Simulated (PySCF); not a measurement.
## How methods differ on the ionisation energy of Cd²⁺

Cd²⁺ [Kr] 4d10 (1S) → Cd³⁺ [Kr] 4d9 (2D), as a difference of total energies. Calculation: PySCF 2.14, in aug-cc-pwCVTZ-PP with ECP28MDF (8s8p7d4f3g, 122 functions); scalar relativity through the core potential. Correlated levels: valence: 4s2 4p6 frozen. The calculations carry no spin-orbit coupling.

```json
{"method": "UHF", "ionisation energy (eV)": "35.870", "difference from reference (eV)": "-1.598"}
{"method": "MP2 (valence)", "ionisation energy (eV)": "37.950", "difference from reference (eV)": "+0.482"}
{"method": "SCS-MP2 (valence)", "ionisation energy (eV)": "37.728", "difference from reference (eV)": "+0.260"}
{"method": "CCSD (valence)", "ionisation energy (eV)": "37.579", "difference from reference (eV)": "+0.111"}
{"method": "CCSD(T) (valence)", "ionisation energy (eV)": "37.681", "difference from reference (eV)": "+0.213"}
```

Reference: 37.468 ± 0.006 eV (measured; NIST Atomic Spectra Database, ionization energies).

The reference lies between the lowest fine-structure levels, while these numbers refer to the centres of the terms.

Errors of the correlated levels include the incompleteness of this basis and the frozen core.
